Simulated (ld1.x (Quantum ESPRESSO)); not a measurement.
# Scattering properties, TM potential for rubidium

ld1.x (Quantum ESPRESSO) 7.5 input, shortened:

```
&input
   title='Rb', zed=37., rel=1, dft='PZ', iswitch=3,
   config='[Kr] 4d0 5s0 5p0'
 /
 &inputp
   pseudotype=2, tm=.true., lloc=2,
   nlcc=.true., new_core_ps=.true., rcore=1.76
 /
3
4S  1  0   2.00   0.00  1.70  1.70  0.0
4P  2  1   6.00   0.00  2.20  2.20  0.0
4D  3  2   0.00   0.00  3.00  3.00  0.0
 &test
   configts(1)='4s2 4p6 4d0 5s0 5p0'
 /
```

The phase is arctan(r·u′/u) with u = r·R(r), unwrapped; energies in Ry, scanned from -5 to 5 Ry. A pole is an energy at which the radial function vanishes at the test radius. The pseudo phase is shifted by a multiple of π to meet the all-electron one at the reference energy, and phase errors are pseudo minus all-electron; the curves can meet again beyond the range given. Levels narrower than the energy grid can be missing from the lists of poles.

```json
{"channel": "s", "radius (bohr)": "3.26", "reference energy (Ry)": "-2.78", "poles, all-electron": "-2.73, 1.67", "poles, pseudo": "-2.73, 1.62", "unbroken range about the reference energy with phases within 0.05 rad": "below 3.5", "phase error 1 Ry above the reference energy (rad)": "+0.001"}
{"channel": "p", "radius (bohr)": "3.26", "reference energy (Ry)": "-1.60", "poles, all-electron": "-1.48, 2.58", "poles, pseudo": "-1.48, 2.43", "unbroken range about the reference energy with phases within 0.05 rad": "below 3.7", "phase error 1 Ry above the reference energy (rad)": "+0.002"}
{"channel": "d", "radius (bohr)": "3.26", "reference energy (Ry)": "-0.28", "poles, all-electron": "0.40, 4.31", "poles, pseudo": "0.41, 4.56", "unbroken range about the reference energy with phases within 0.05 rad": "below 1.5", "phase error 1 Ry above the reference energy (rad)": "+0.007"}
```

Phases in the s channel:

| E (Ry) | all-electron | pseudo |
| --- | --- | --- |
| -5.00 | 1.415 | 1.416 |
| -4.74 | 1.410 | 1.410 |
| -4.48 | 1.403 | 1.403 |
| -4.22 | 1.395 | 1.395 |
| -3.96 | 1.386 | 1.386 |
| -3.70 | 1.374 | 1.375 |
| -3.44 | 1.358 | 1.358 |
| -3.18 | 1.329 | 1.329 |
| -2.92 | 1.202 | 1.203 |
| -2.66 | -1.679 | -1.679 |
| -2.40 | -1.765 | -1.764 |
| -2.14 | -1.801 | -1.800 |
| -1.88 | -1.834 | -1.833 |
| -1.62 | -1.872 | -1.870 |
| -1.36 | -1.922 | -1.919 |
| -1.10 | -1.995 | -1.992 |
| -0.84 | -2.116 | -2.111 |
| -0.58 | -2.351 | -2.340 |
| -0.32 | -2.876 | -2.856 |
| -0.06 | -3.693 | -3.681 |
| 0.20 | -4.189 | -4.187 |
| 0.46 | -4.411 | -4.413 |
| 0.72 | -4.529 | -4.532 |
| 0.98 | -4.602 | -4.606 |
| 1.24 | -4.652 | -4.657 |
| 1.50 | -4.691 | -4.697 |
| 1.76 | -4.724 | -4.730 |
| 2.02 | -4.752 | -4.760 |
| 2.28 | -4.780 | -4.789 |
| 2.54 | -4.808 | -4.820 |
| 2.80 | -4.839 | -4.856 |
| 3.06 | -4.876 | -4.899 |
| 3.32 | -4.923 | -4.960 |
| 3.58 | -4.991 | -5.055 |
| 3.84 | -5.101 | -5.232 |
| 4.10 | -5.319 | -5.659 |
| 4.36 | -5.855 | -6.587 |
| 4.62 | -6.782 | -7.232 |
| 4.88 | -7.294 | -7.482 |
